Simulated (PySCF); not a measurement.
H₂Cl₂Si (SMILES Cl[SiH2]Cl), singlet, geometry from GFN2-xTB. Base run: R2SCAN/6-31G run with PySCF.

Input for PySCF:
```python
from pyscf import gto, scf, dft

mol = gto.Mole()
mol.atom = '''
    Si   -0.029365   -0.753806    0.033461
    Cl    1.656056    0.340302    0.026833
    Cl   -1.624718    0.464142   -0.062541
    H    -0.091646   -1.506331    1.276959
    H    -0.029986   -1.615946   -1.138365
'''
mol.basis = '6-31g'
mol.charge = 0
mol.spin = 0
mol.verbose = 4
mol.build()

mf = dft.RKS(mol)
mf.xc = 'r2scan'
mf.kernel()
```

The base run was repeated with changes; each row names its change, and settings that it needs were set with it.

```json
[
 {"change": "base", "ΔE vs base (mEh)": "0.000", "fitting functions": "-", "dipole (D)": "2.24"},
 {"change": "auxbasis = even-tempered beta=1.6", "ΔE vs base (mEh)": "-1.860", "fitting functions": "569", "dipole (D)": "2.26"},
 {"change": "auxbasis = def2-tzvp-ri", "ΔE vs base (mEh)": "-77.366", "fitting functions": "369", "dipole (D)": "2.24"},
 {"change": "auxbasis = def2-universal-jkfit", "ΔE vs base (mEh)": "-0.056", "fitting functions": "420", "dipole (D)": "2.24"},
 {"change": "auxbasis = cc-pvdz-jkfit", "ΔE vs base (mEh)": "-0.052", "fitting functions": "382", "dipole (D)": "2.24"},
 {"change": "auxbasis = default (with mf = mf.density_fit())", "ΔE vs base (mEh)": "-0.052", "fitting functions": "382", "dipole (D)": "2.24"},
 {"change": "auxbasis = cc-pvqz-jkfit", "ΔE vs base (mEh)": "-0.011", "fitting functions": "546", "dipole (D)": "2.24"},
 {"change": "auxbasis = cc-pvtz-jkfit", "ΔE vs base (mEh)": "-0.019", "fitting functions": "423", "dipole (D)": "2.24"},
 {"change": "auxbasis = cc-pvtz-ri", "ΔE vs base (mEh)": "-41.849", "fitting functions": "426", "dipole (D)": "2.24"},
 {"change": "auxbasis = even-tempered beta=2.0", "ΔE vs base (mEh)": "-2.059", "fitting functions": "383", "dipole (D)": "2.26"}
]
```

A fitting set is made for a task (jfit for Coulomb, jkfit for Coulomb and exchange, ri for correlation) and for a family of orbital bases.
